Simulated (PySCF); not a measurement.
## Radial density of B⁺ (boron, charge +1)

UHF, [He] 2s2, closed-shell 1S. Calculation: PySCF 2.14, in def2-SVP (3s2p1d, 14 functions); no relativity, point nucleus.

```csv
r (bohr),4πr²ρ (e/bohr)
0.00553,0.02496
0.00929,0.06961
0.0156,0.1895
0.0263,0.4879
0.0442,1.145
0.0744,2.416
0.125,4.143
0.210,5.163
0.354,3.714
0.596,1.258
1.00,0.8478
1.68,1.122
2.83,0.3447
4.77,0.01088
8.02,2.048e-05
```
